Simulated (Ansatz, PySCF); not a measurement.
Pulling on the O4–H5 bond in BH3O (SMILES BO) (multiplicity 1 held, fragments rigid). Energies count from the point at 0.963 Å.
Geometry at that point (charge 0, multiplicity 1):
```xyz
5

B     -0.4484    -0.5534     0.0610
H     -0.3382    -1.3375     0.9518
H     -1.3024    -0.6419    -0.7734
O      0.4452     0.4596     0.0279
H      0.3210     1.0699    -0.7069
```

R- and RO- levels are restricted; in cc, def2 and unpolarised 6-31G sets they are followed outwards from rest. Active spaces are followed from a long bond inwards. Levels need not reach the same state.

Cores are frozen in the correlated methods. Rows in 6-31G* carry no dispersion term and start afresh at each structure (6-31G* with six Cartesian d functions). MP2/6-31G* freezes PySCF's default core.

Run with Ansatz (a quantum-chemistry and plane-wave program); PySCF for 6-31G* rows. 

Energies in kcal/mol.

```csv
R (Å),R-wB97X-V/cc-pVTZ,R-MP2/6-31G*,"FIC-NEVPT4(SD) on CASSCF(4,3)/cc-pVTZ","FIC-MRCISD on CASSCF(4,3)/cc-pVTZ","FIC-MRCISD+Q on CASSCF(4,3)/cc-pVTZ"
0.771,35.2,38.7,35.1,34.1,34.6
0.867,6.6,8.0,6.7,6.2,6.4
0.963,0.0,0.0,0.0,0.0,0.0
1.060,4.8,3.8,4.8,5.1,4.9
1.156,15.4,13.4,15.3,15.8,15.5
1.300,35.6,31.9,34.9,35.5,35.0
1.445,56.5,51.0,54.4,54.9,54.4
1.686,87.8,78.6,80.8,80.6,80.2
1.926,112.9,99.1,97.1,96.1,95.9
2.215,135.7,114.7,106.3,104.8,104.7
2.601,156.8,123.3,110.4,108.7,108.5
3.082,174.1,120.0,111.6,109.8,109.7
```

Doubts at one or more of the structures used: a restricted determinant that unrestricted orbitals would lower (R-wB97X-V/cc-pVTZ, R-MP2/6-31G*); active orbitals that take no part (FIC-NEVPT4(SD) on CASSCF(4,3)/cc-pVTZ, FIC-MRCISD on CASSCF(4,3)/cc-pVTZ, FIC-MRCISD+Q on CASSCF(4,3)/cc-pVTZ).
